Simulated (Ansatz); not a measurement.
Reaction (cleavage of the Ge–Al bond): `[F][AlH][GeH3]` + `O[SiH2]O` → `O[SiH2][O][GeH3]` + `[F][AlH2]`

Isolated molecules relaxed with PBE0-D4/def2-TZVP in Ansatz; ΔE leaves out vibrations. CCSD(T)/CBS adds triple-zeta CCSD(T) − MP2 to the extrapolated MP2 energy (def2 sets, frozen cores). This one scheme is used for every species. DFT in def2-TZVPP. B3LYP here is the variant with VWN-RPA as its local correlation; programs differ in this. For Ge outer-core shells are correlated without core-valence functions, which leaves a few kJ/mol of doubt a bond. Scalar relativity is left out up to krypton. One conformer a species, not always the lowest.

`[F][AlH][GeH3]`:

Z-matrix (Å, degrees):
```
Ge
Al 1 2.469
H 1 1.540 2 111.5
H 1 1.542 2 110.5 3 118.6
H 1 1.538 2 112.6 3 -121.4
F 2 1.652 1 116.9 3 149.2
H 2 1.581 1 126.9 3 -31.6
```

`O[SiH2]O`:

```xyz
7

O     0.114   -1.401   -0.358
Si    0.388    0.144    0.126
O    -0.952    1.091    0.084
H    -0.457   -1.945    0.187
H     0.817    0.199    1.543
H     1.427    0.631   -0.810
H    -1.337    1.281   -0.773
```

`O[SiH2][O][GeH3]`:

Z-matrix (Å, degrees):
```
Si
O 1 1.628
O 1 1.644 2 112.9
H 1 1.482 2 110.8 3 -116.3
H 1 1.484 2 106.1 3 121.5
Ge 2 1.779 1 133.2 3 63.6
H 3 0.958 1 117.7 2 70.5
H 6 1.538 2 108.6 1 31.5
H 6 1.536 2 108.0 1 -89.1
H 6 1.533 2 105.7 1 151.5
```

`[F][AlH2]`:

Z-matrix (Å, degrees):
```
Al
F 1 1.650
H 1 1.576 2 117.0
H 1 1.576 2 117.0 3 -179.9
```

(1) Is it downhill or uphill in electronic energy at CCSD(T)/CBS, and by how much? (An estimate is asked.)

(2) What do these levels give: B3LYP-D4, BHLYP-D4, r2SCAN, PBE0, CCSD/def2-TZVPP, CCSD/CBS(def2)? (Best estimate.)

Largest T1 diagnostic among the species: 0.013.

Results:

(1) Ansatz gave: Downhill: ΔE = -0.06 eV.

(2) Computed: B3LYP-D4 -0.09, BHLYP-D4 -0.17, r2SCAN -0.01, PBE0 0.09, CCSD/def2-TZVPP -0.12, CCSD/CBS(def2) -0.07 eV.

Leaving LDA and LC-ωPBE aside and taking each functional with its dispersion term where it has one, the values, not all of them listed here, spread over 0.31 eV, from B97M-V to PBE-D4. In def2-TZVPP, CCSD(T) changes the Hartree–Fock value by +0.19 eV (the triples alone add +0.01 eV) and MP2 by +0.14 eV. From BLYP to BHLYP (50 % exact exchange), in def2-TZVPP and without D4, ΔE moves by −0.13 eV.
